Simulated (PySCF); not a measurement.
## Telling isomers of C$_{6}$H$_{6}$FNO apart by NMR

[PySCF 2.14.0 with density-fitted response routines: GIAO PBE0/pcSseg-1 shieldings; coordinates at the GFN2-xTB level; averaged over atoms made equivalent by symmetry, fast rotation or ring inversion; no solvent model; relativity neglected; single conformer]

Chemical shifts δ = σref − σ; TMS for ¹H, ¹³C, all at this level. Splittings of carbon signals by F and P are missing where no couplings were computed. Where no couplings were computed, multiplicities follow the n + 1 count of equivalent neighbours, and m marks all less simple cases (inequivalent or close neighbours, rings, F or P nearby). Shifts are as computed. Against solution values, carbons near 30 ppm lie about +3 ppm off and those near 130 ppm about +5 ppm. Of 1211 compounds with measured shifts, 218 miss one by over three times the rms of a fit or turn the order of signals round; such compounds aren't used in these exercises.

(1) Tabulate the signals of `N#CC1=C[C@H](F)COC1`, `C=C(CF)c1cocn1`, `Fc1oncc1C1CC1`, `N#C[C@@H]1C=C(F)OCC1`, `CO/C=C1/C[C@]1(F)C#N` and their relative energies.

(2) What is the quickest way to tell N#CC1=C[C@H](F)COC1 from C=C(CF)c1cocn1?

(3) What is the quickest way to tell C=C(CF)c1cocn1 from Fc1oncc1C1CC1?

(4) What is the quickest way to tell C=C(CF)c1cocn1 from N#C[C@@H]1C=C(F)OCC1?

Results:

(1) 
```json
{"SMILES": "N#CC1=C[C@H](F)COC1", "carbon types": "2×C 2×CH 2×CH2", "δC": "152.4, 121.9, 120.2, 85.0, 69.8, 69.4", "δH": "7.14 (m, 1H), 5.36 (m, 1H), 4.44 (m, 1H), 4.36 (m, 1H), 4.27 (m, 1H), 3.52 (m, 1H)", "E rel. (kcal/mol)": "7.6"}
{"SMILES": "C=C(CF)c1cocn1", "carbon types": "2×C 2×CH 2×CH2", "δC": "155.0, 146.2, 144.1, 140.8, 113.8, 86.8", "δH": "8.23 (m, 1H), 7.65 (m, 1H), 6.07 (m, 1H), 5.91 (m, 1H), 5.82 (m, 2H)", "E rel. (kcal/mol)": "0.9"}
{"SMILES": "Fc1oncc1C1CC1", "carbon types": "2×C 2×CH 2×CH2", "δC": "181.7, 151.9, 105.2, 11.9, 5.7", "δH": "7.71 (m, 1H), 1.65 (m, 1H), 1.07 (m, 2H), 0.52 (m, 2H)", "E rel. (kcal/mol)": "31.9"}
{"SMILES": "N#C[C@@H]1C=C(F)OCC1", "carbon types": "2×C 2×CH 2×CH2", "δC": "172.6, 125.3, 74.7, 67.2, 28.6, 22.7", "δH": "4.61 (m, 1H), 4.56 (m, 1H), 4.46 (m, 1H), 3.09 (m, 1H), 1.93 (m, 1H), 1.75 (m, 1H)", "E rel. (kcal/mol)": "0.0"}
{"SMILES": "CO/C=C1/C[C@]1(F)C#N", "carbon types": "3×C 1×CH 1×CH2 1×CH3", "δC": "152.0, 122.5, 98.5, 64.5, 58.3, 21.6", "δH": "7.06 (m, 1H), 4.15 (s, 3H), 2.13 (m, 1H), 2.00 (m, 1H)", "E rel. (kcal/mol)": "44.6"}
```

Energies are electronic energies at PBE0/pcSseg-1 on these geometries, without zero-point or thermal terms, each for the one conformer computed, which needn't be the lowest.

(2) Both give the same number of carbon signals, with the same numbers of each carbon type, so the positions decide. The first has an allylic sp3 CH bonded to F at 85.0 ppm, the second a terminal =CH2 carbon at 113.8 ppm. Their most deshielded carbons lie at 152.4 and 155.0 ppm. In the proton spectra the most deshielded non-exchanging signals are 7.14 (m, 1H) and 8.23 (m, 1H).

(3) Count the carbon signals: 6 against 5. The first has a terminal =CH2 carbon at 113.8 ppm, the second a three-membered-ring carbon (CH2) at 11.9 ppm. Their most deshielded carbons lie at 155.0 and 181.7 ppm. In the proton spectra the most deshielded non-exchanging signals are 8.23 (m, 1H) and 7.71 (m, 1H).

(4) Both give the same number of carbon signals, with the same numbers of each carbon type, so the positions decide. The first has an aromatic CH between two ring heteroatoms at 155.0 ppm, the second a β carbon of an enol-ether or enamine type C=C (CH) at 74.7 ppm. Their most deshielded carbons lie at 155.0 and 172.6 ppm. In the proton spectra the most deshielded non-exchanging signals are 8.23 (m, 1H) and 4.61 (m, 1H).
